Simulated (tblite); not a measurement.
Species: C₂H₆N₄Si₂.
Bonds: N1–C2 (triple), C2–Si3, Si3–N4, Si3–C5, C5–N6 (triple), Si3–N7, N7–Si8. Hydrogens: H9, H10 on N4; H11 on N7; H12, H13, H14 on Si8.

Structure optimised with GFN2-xTB, isolated species.

Question: What internal coordinates does the optimisation give?

Answer: 
```
                     bond  length (Å)
             N1≡C2, C5≡N6       1.145
           C2–Si3, Si3–C5       1.873
                   Si3–N4       1.716
                   Si3–N7       1.719
                   N7–Si8       1.745
            N4–H9, N4–H10       1.007
                   N7–H11       1.008
Si8–H12, Si8–H13, Si8–H14       1.462
```

Bonds in one row agree within 0.01 Å and their mean is given. A selection of angles:
```
      angle  degrees
  N1–C2–Si3    177.8
  C2–Si3–N4    116.8
  C2–Si3–C5    104.0
  C2–Si3–N7    107.4
  N4–Si3–C5    105.7
  N4–Si3–N7    108.7
  C5–Si3–N7    114.6
  Si3–N4–H9    119.5
  H9–N4–H10    110.5
  Si3–C5–N6    178.6
 Si3–N7–Si8    128.5
 Si3–N7–H11    114.0
 Si8–N7–H11    115.1
 N7–Si8–H12    106.3
 N7–Si8–H13    110.4
 N7–Si8–H14    104.3
H12–Si8–H13    110.8
H12–Si8–H14    113.4
 H10–N4–Si3    119.5
```

Dihedral angles: C2–Si3–N7–Si8 -49° (synclinal). The mirror-image conformer, all signs reversed, is as good.

Si3 (four-coordinate silicon) is distorted tetrahedral (angles from 104.0° to 116.8°). The N–Si distances run from 1.716 Å (Si3–N4, drawn single) to 1.745 Å (N7–Si8, drawn single), a spread of 0.029 Å. Si8 (SiH3 silicon) is distorted tetrahedral (angles from 104.3° to 113.4°). N7 (nitrogen bridging silicon atoms) is almost planar (angles 128.5°, 115.1° and 114.0°, sum 357.6°, 0.13 Å off the plane of its three neighbours). N4 (silicon-bound nitrogen) has angles 119.5°, 119.5° and 110.5°, sum 349.5°, 0.22 Å off the plane of its three neighbours.

Point group: C1 (no symmetry element, even within 0.4 Å). Its GFN2-xTB frequencies are all real (lowest 37 cm⁻¹). The numbers are those of one conformer (C2–Si3–N4–H 75° and -67°, C2–Si3–N7–Si8 -49°). 3 starts were optimised and ended at 0.00, 0.55 and 0.58 kcal/mol (GFN2-xTB); the lowest of these is shown.

The numbers are calculated, not measured.
